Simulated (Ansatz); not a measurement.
Geometry optimisation, RKS PBE/def2-SVP (Ansatz).

Input:

```yaml
crystal:
  periodic: [false, false, false]
  atoms:
    - { symbol: B, position_ang: [0.061381, 0.427224, 0.322658] }
    - { symbol: C, position_ang: [-0.054081, 0.225186, 1.893704] }
    - { symbol: H, position_ang: [-0.988494, -0.256628, 2.25018] }
    - { symbol: H, position_ang: [0.83333, -0.233467, 2.380045] }
    - { symbol: H, position_ang: [-0.088461, 1.269104, 2.295802] }
    - { symbol: H, position_ang: [1.146277, 0.64638, -0.185245] }
    - { symbol: H, position_ang: [-0.944426, 0.558381, -0.353375] }
    - { symbol: O, position_ang: [0.262649, -2.159807, 0.127462] }
    - { symbol: Si, position_ang: [-0.949124, -3.206997, -0.438093] }
    - { symbol: H, position_ang: [-0.664888, -4.633343, -0.027119] }
    - { symbol: H, position_ang: [-2.314447, -2.816764, 0.078033] }
    - { symbol: H, position_ang: [-0.908532, -3.101549, -1.933857] }
    - { symbol: H, position_ang: [0.227216, -1.927419, 1.088706] }
basis:
  gaussian: { orbitals: def2-SVP }
hamiltonian:
  xc: pbe
relax:
  f_tol: 0.03
  max_steps: 50
```

Run as:

```bash
$ ansatz run input.yaml --threads 2 --pin off --max-ram 3072MiB --backend cpu --events-out ev --progress --plain --runs-dir out
```

Problem. Where does it end, and by what steps?

Solution. The run converged. After 11 steps the energy has fallen by 0.453 eV; H7 moved furthest, 0.85 Å. Joined: B1–O8.

| step | energy less start (eV) | largest force component (eV/Å) | accepted |
| --- | --- | --- | --- |
| 0 | 0.0000 | 0.635 | yes |
| 1 | -0.0824 | 0.717 | yes |
| 2 | -0.1957 | 1.750 | yes |
| 3 | -0.3360 | 1.317 | yes |
| 4 | -0.3989 | 0.623 | yes |
| 5 | -0.4179 | 0.330 | yes |
| 6 | -0.4282 | 0.440 | yes |
| 7 | -0.4455 | 0.153 | yes |
| 8 | -0.4499 | 0.040 | yes |
| 9 | -0.4519 | 0.050 | yes |
| 10 | -0.4529 | 0.051 | yes |
| 11 | -0.4532 | 0.018 | yes |

```xyz
13
Properties=species:S:1:pos:R:3
B 0.098 -0.271 0.302
C -0.187 0.137 1.824
H -1.045 -0.396 2.292
H 0.698 0.005 2.488
H -0.433 1.221 1.869
H 1.073 0.239 -0.242
H -0.907 -0.284 -0.434
O 0.423 -1.925 0.284
Si -0.979 -2.725 -0.379
H -0.694 -4.182 -0.127
H -2.230 -2.333 0.339
H -0.996 -2.445 -1.843
H 0.797 -2.250 1.126
```

Whether the end is a true minimum wasn't checked by a vibrational analysis.

Run time: 9.3 s on 2 threads of AMD EPYC 9R45 96-Core Processor (Zen 5), with other jobs on the host, peak memory 0.17 GiB.
